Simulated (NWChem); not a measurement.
# C$_{2}$H$_{8}$Si$_{2}$; SMILES C=C[SiH2][SiH3]

```xyz
12

C      0.5487     2.5844    -0.3168
C      0.2720     1.5518     0.4903
Si    -0.8043     0.0979    -0.0057
Si     0.3992    -1.9263    -0.0406
H      1.1853     3.4115    -0.0044
H      0.1498     2.6515    -1.3274
H      0.7102     1.5542     1.4905
H     -1.9432    -0.0517     0.9478
H     -1.3680     0.3660    -1.3602
H      1.4809    -1.8875    -1.0647
H     -0.5000    -3.0721    -0.3583
H      1.0310    -2.1906     1.2839
```
Atoms are numbered in this order, from 1.

All runs: NWChem. The geometry was optimised at B3LYP/6-31G* (spherical d). Hybrids' shares of exact exchange are those that their runs print; pure functionals count as 0. The functionals differ in more than this share.

```
row                                    share of exact exchange  highest occupied level (eV)
-------------------------------------  -----------------------  ---------------------------
PBE/def2-TZVP                                             0.00                        -6.59
LDA (Slater exchange, VWN5)/def2-TZVP                     0.00                        -6.71
TPSSh/def2-TZVP                                           0.10                     withheld
B3LYP/def2-TZVP                                           0.20                        -7.44
Hartree-Fock/def2-TZVP                                    1.00                        -9.99
```

Task: Fit a straight line of the last column on the one before it, predict the withheld value, and compare with the run.

Result: 
1. Means of the 4 shown rows: x = 0.300, y = -7.683. Slope Σ(x − x̄)(y − ȳ)/Σ(x − x̄)² = -2.259/0.6800 = -3.322; intercept -6.686.
2. The shown rows scatter about the line by 0.067 (root mean square); the largest residual is +0.10, at PBE/def2-TZVP.
3. At x = 0.10 (TPSSh/def2-TZVP; inside the shown range) the line gives -7.02.
4. The run gives -7.06, -0.04 from the line, 0.6 times the scatter.
